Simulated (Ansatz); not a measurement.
(CdS)6 ring (Cd6S6). Total charge 0; triplet. Geometry PBE-D4/def2-SVP, that of the neutral singlet; atoms count from 1.

```xyz
12

Cd    2.228   -2.466   -0.164
S     1.006   -4.450    0.204
Cd   -0.928   -3.310    0.933
S    -2.902   -2.224    1.640
Cd   -1.772   -0.288    2.374
S    -0.627    1.634    3.120
Cd   -1.103    2.905    1.188
S    -1.564    4.230   -0.709
Cd   -0.469    2.765   -2.201
S     0.586    1.317   -3.740
Cd    2.044    0.396   -2.131
S     3.502   -0.509   -0.513
```

In the def2 sets Cd takes a core potential; there is no spin–orbit coupling. Single mean-field runs in def2-TZVP are fitted with def2-universal-jkfit. At PBE0-D4/def2-TZVP a singlet of charge 0 lies 3.48 eV below the triplet at the same geometry.

Estimate the Mulliken populations from the PBE0/def2-TZVP orbitals of Ansatz.


```json
{"atom": "Cd1", "charge (e)": "0.58", "spin (α − β)": "0.00", "d electrons": "9.98"}
{"atom": "S2", "charge (e)": "-0.58", "spin (α − β)": "0.00", "d electrons": "–"}
{"atom": "Cd3", "charge (e)": "0.58", "spin (α − β)": "0.00", "d electrons": "9.98"}
{"atom": "S4", "charge (e)": "-0.58", "spin (α − β)": "0.01", "d electrons": "–"}
{"atom": "Cd5", "charge (e)": "0.56", "spin (α − β)": "0.01", "d electrons": "9.98"}
{"atom": "S6", "charge (e)": "-0.56", "spin (α − β)": "0.12", "d electrons": "–"}
{"atom": "Cd7", "charge (e)": "0.48", "spin (α − β)": "0.19", "d electrons": "9.98"}
{"atom": "S8", "charge (e)": "-0.32", "spin (α − β)": "0.81", "d electrons": "–"}
{"atom": "Cd9", "charge (e)": "0.36", "spin (α − β)": "0.31", "d electrons": "9.97"}
{"atom": "S10", "charge (e)": "-0.48", "spin (α − β)": "0.46", "d electrons": "–"}
{"atom": "Cd11", "charge (e)": "0.54", "spin (α − β)": "0.07", "d electrons": "9.98"}
{"atom": "S12", "charge (e)": "-0.57", "spin (α − β)": "0.03", "d electrons": "–"}
```
Mulliken values and Mayer orders depend strongly on the basis.

Where does the spin sit?

Summed by element: Cd 0.58, S 1.42, of 2 unpaired in all. Largest on single atoms: S8 0.81, S10 0.46, Cd9 0.31.

And the Mayer bond orders between bonded heavy atoms (over 0.3)?

Cd1–S2 0.96 (2.36 Å); Cd1–S12 0.95 (2.36 Å); S2–Cd3 0.96 (2.36 Å); Cd3–S4 0.95 (2.36 Å); S4–Cd5 0.96 (2.36 Å); Cd5–S6 0.93 (2.36 Å); S6–Cd7 0.92 (2.36 Å); Cd7–S8 0.68 (2.36 Å); S8–Cd9 0.67 (2.36 Å); Cd9–S10 0.81 (2.36 Å); S10–Cd11 0.82 (2.36 Å); Cd11–S12 0.94 (2.36 Å). Values over 0.3 also appear between atoms too far apart for a bond (S8–S10 0.34 at 4.72 Å); they arise where an orbital or an unpaired electron spreads over both atoms.
